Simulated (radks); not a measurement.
Initial-state core-level shifts of the gadolinium ion Gd3+ when its valence configuration changes from [Xe] 4f7. Calculated with a radial shooting solver on a logarithmic mesh with Libxc functionals: scalar-relativistic Kohn-Sham, SCAN, spin-unpolarised, spherical densities, finite nucleus; meta-GGA in the generalised Kohn-Sham scheme; Fermi nuclear charge, rms radius 5.1569 fm. Shifts are changes of the shell-averaged eigenvalues in eV (positive: less bound); the change of the density at the nucleus, which sets a Mossbauer isomer shift, is in e/bohr^3, on a base of 6.579e+05.

| valence | 3s | 3p | 4s | 5p | density at nucleus |
|---|---|---|---|---|---|
| 4f6.5 5d0.5 | -4.719 | -4.709 | -4.392 | -1.648 | +16.24 |
| 4f5.5 5d1 6s0.5 | -16.735 | -16.704 | -15.496 | -6.394 | +86.14 |
| 4f6 5d1 | -9.713 | -9.693 | -8.986 | -3.306 | +33.50 |
| 4f6 6p1 | -14.269 | -14.250 | -13.500 | -7.259 | +41.89 |
| 4f5.5 5d1 6p0.5 | -17.300 | -17.268 | -16.068 | -6.976 | +56.11 |
| 4f5.5 5d0.5 6s1 | -18.495 | -18.466 | -17.222 | -7.798 | +121.45 |
